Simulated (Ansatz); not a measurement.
## A barrier at the coupled-cluster level

Start structure (SiHCl$_{2}$F, closed shell), relaxed at PBE0-D4/def2-TZVP:

```
atom    x (Å)    y (Å)    z (Å)
 Si1   1.1680   0.4627   0.6578
  F2   1.1361   0.3697  -0.9545
  H3  -1.0235  -1.2100  -0.9334
 Cl4  -0.2144   2.0026   0.9506
 Cl5  -1.0660  -1.6249   0.2795
```

The step: SiClF + HCl → SiCl₂ + HF; bonds formed: Si1–Cl5, F2–H3; bonds broken: Si1–F2, H3–Cl5. Ansatz 0.2.0; basis: def2-TZVPP and def2-QZVPP; cores frozen in the correlated methods. Extrapolation: Hartree–Fock as exp(−7.88 √X), correlation as X^−2.97. Energies below are by CCSD(T) at an estimated basis limit (MP2 extrapolated from triple and quadruple zeta, plus CCSD(T) − MP2 in triple zeta).

(1) What are the electronic barrier and the energy of the step, from the start structure to the end structure? (To be estimated.)

T1 diagnostic: at most 0.013.

Results:

(1) Computed: Barrier 0.840 eV; step energy 0.395 eV (uphill); reverse barrier, their difference, 0.445 eV. Barrier and step energy count from the start structure, the reverse barrier from the end structure.

The saddle point: One imaginary mode of 635i cm⁻¹.
```json
{"pair": "Si1–Cl5", "start (Å)": "3.08", "saddle (Å)": "2.41", "end (Å)": "2.13"}
{"pair": "F2–H3", "start (Å)": "2.68", "saddle (Å)": "1.17", "end (Å)": "0.93"}
{"pair": "Si1–F2", "start (Å)": "1.62", "saddle (Å)": "1.86", "end (Å)": "2.49"}
{"pair": "H3–Cl5", "start (Å)": "1.28", "saddle (Å)": "1.54", "end (Å)": "2.44"}
```

Zero-point energy (harmonic, PBE0-D4): ZPE is 0.325 eV at the start and 0.298 eV at the saddle, so the barrier goes from 0.840 to 0.813 eV.

For scale, one of the runs: CCSD(T)/def2-TZVPP, 171 basis functions, launched by `ansatz run in.yaml --threads 2 --pin off --events-out ev --progress --plain --max-ram 4352MiB`. Time: 42 s of wall clock on 2 CPU threads of an Arm Neoverse V1; the host was shared. Peak host memory: 1.4 GiB.
